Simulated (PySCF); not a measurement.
[Fe(SeH)4]2- holds Fe(II), d6, at total charge -2. The structure is a PBE0-D3(BJ)/def2-SVP, IEF-PCM water geometry optimised for multiplicity 5; coordination tetrahedral, point group S4, metal–donor distances 2.50 Å.

Method (PySCF 2.14, density fitting): CASSCF(6,5) with orbitals averaged over all microstates of the shell, strongly contracted NEVPT2 on the averaged canonical orbitals; basis x2c-TZVPall on the metal, x2c-SVPall elsewhere; spin-free X2C; IEF-PCM water; spin-orbit coupling by state interaction with the mean-field operator over all roots.

CASSCF energies above the lowest CASSCF root:

```tsv
state	CASSCF / cm⁻¹
5B (from 5E)	0
5A (from 5E)	1448
5E (from 5T2)	2711
5B (from 5T2)	3908
3A (from 3T1)	19643
3E (from 3T1)	20364
3B (from 3E)	21124
3E	21504
3A (from 3E)	22012
3A (from 3T1)	22664
3B (from 3T2)	23146
3E	23576
3E (from 3T1)	24508
3B (from 3A2)	24885
3A (from 3T1)	25274
3E (from 3T2)	25883
3B (from 3T2)	26519
3A (from 3A1)	26782
3B (from 3E)	27276
3A (from 3T1)	27540
3E (from 3T1)	27549
1B (from 1T2)	30322
```

**Question.** How does dynamic correlation (SC-NEVPT2) move these states?

**Answer.** 
```tsv
state	NEVPT2 / cm⁻¹	shift / cm⁻¹
5B (from 5E)	0	0
5A (from 5E)	2220	+772
5E (from 5T2)	4170	+1458
5B (from 5T2)	5991	+2082
3A (from 3T1)	17318	-2325
3E (from 3T1)	18808	-1556
3B (from 3E)	20253	-871
3E	19346	-2158
3A (from 3E)	21615	-397
3A (from 3T1)	20829	-1836
3B (from 3T2)	22720	-426
3E	23724	+148
3E (from 3T1)	23378	-1130
3B (from 3A2)	22819	-2066
3A (from 3T1)	25166	-108
3E (from 3T2)	24714	-1168
3B (from 3T2)	26074	-445
3A (from 3A1)	24907	-1875
3B (from 3E)	25869	-1408
3A (from 3T1)	27137	-403
3E (from 3T1)	26236	-1312
1B (from 1T2)	27421	-2901
```

NEVPT2 lifts 5E (from 5T2) from 2711 to 4170 cm⁻¹; on the d shell alone such lifts tend to overshoot. Gaps between spin states lean to high spin in this active space.
